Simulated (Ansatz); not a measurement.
Species: TaO, charge 0, doublet. TaO (SMILES [O]=[Ta], doublet).
B3LYP-D3(BJ)/def2-TZVP minimum from Ansatz (a quantum-chemistry and plane-wave program):
```xyz
2

Ta     0.0000     0.0000    -0.1673
O      0.0000     0.0000     1.5262
```
Charge 0, spin multiplicity 2.

Atomisation energy term by term, kcal/mol (programs: Ansatz). Radicals and triplets start from unrestricted determinants; spin-orbit coupling is neglected. Correlated methods leave the cores frozen (noble-gas shells, and filled d and f shells in the p block). Past Kr the def2 sets carry scalar-relativistic core potentials. CBS(X,Y): correlation extrapolated as X^-3, Hartree-Fock from the larger set. A bracket is a step between two methods taken in the basis named. The UHF reference of OTa ([O]=[Ta], doublet) is spin-contaminated (<S^2> up to 0.36 over the pure value in the sets run). The determinant of OTa ([O]=[Ta], doublet) is a saddle point of the SCF energy; a lower one exists, which strains HF and MP2.

```tsv
term	basis	kcal/mol
Hartree-Fock	def2-QZVPP	91.75
CCSD correlation	CBS(def2-TZVPP,def2-QZVPP)	82.30
(T)	CBS(def2-TZVPP,def2-QZVPP)	11.95
CCSDT(Q) - CCSD(T)	def2-QZVPP	-0.36
CCSDTQ - CCSDT(Q)	def2-SVP	-0.20
sum: De		185.5
```

The step beyond CCSD(T) by other levels: CCSDTQ in def2-SVP 0.20; CCSDT(Q) in def2-SVP 0.39; CCSDT(Q) in def2-TZVPP -0.09 kcal/mol.
